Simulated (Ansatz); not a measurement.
`BO[SiH2]C` + HBr → `BO[SiH2]Br` + CH₄ at 400 K and 1 bar (ligand exchange at the Si–C bond).

Isolated molecules relaxed with PBE0-D4/def2-TZVP in Ansatz; ΔE leaves out vibrations. CCSD(T)/CBS adds triple-zeta CCSD(T) − MP2 to the extrapolated MP2 energy (def2 sets, frozen cores). This one scheme is used for every species. For Br outer-core shells are correlated without core-valence functions, which leaves a few kJ/mol of doubt a bond. Scalar relativity is left out up to krypton. Each species was taken in one conformer, which may not be the lowest.

```tsv
species	CCSD(T)/CBS energy (Eh)	H − E (kJ/mol)	S (J/(mol·K))
`BO[SiH2]C`	-431.39483	240.6	363.7
HBr	-2573.91920	27.6	207.2
`BO[SiH2]Br`	-2964.89003	145.0	366.9
CH₄	-40.46206	131.3	197.2
```

H − E and S are ideal-gas, rigid-rotor, harmonic terms from PBE0-D4/def2-TZVP, for one conformer and one mirror image of each species. 1 Eh = 2625.50 kJ/mol, R = 8.31446 J/(mol·K).

By hand: ΔE, ΔH, ΔS and ΔG.

ΔE = (-2964.89003) + (-40.46206) − (-431.39483) − (-2573.91920) = -0.03806 Eh = -99.9 kJ/mol. Δ(H − E) = 145.0 + 131.3 − 240.6 − 27.6 = 8.1, so ΔH = -91.8 kJ/mol. ΔS = 366.9 + 197.2 − 363.7 − 207.2 = -6.8 J/(mol·K). ΔG = -91.8 − 400 × (-6.8)/1000 = -89.1 kJ/mol.

By hand: the equilibrium constant, and the temperature at which ΔG would vanish if ΔH and ΔS stayed fixed.

log₁₀ K = −ΔG/(RT ln 10) = 11.6. ΔG = 0 at ΔH/ΔS = 13500 K, far beyond where these terms or the molecules hold.

The number of gas molecules stays the same, so ΔS is small and ΔH decides. A doubt of 5 kJ/mol in ΔE shifts log₁₀ K by 0.7 here. Other conformers and mirror images would add mixing entropy, several J/(mol·K) or more a flexible species. Modes under 60 cm⁻¹, often nearly free rotors, make the harmonic entropy too high. These are equilibria of isolated gas molecules and say nothing of rates. Largest T1 diagnostic: 0.012 (customary marks: 0.02 for closed shells, 0.045 for open ones).
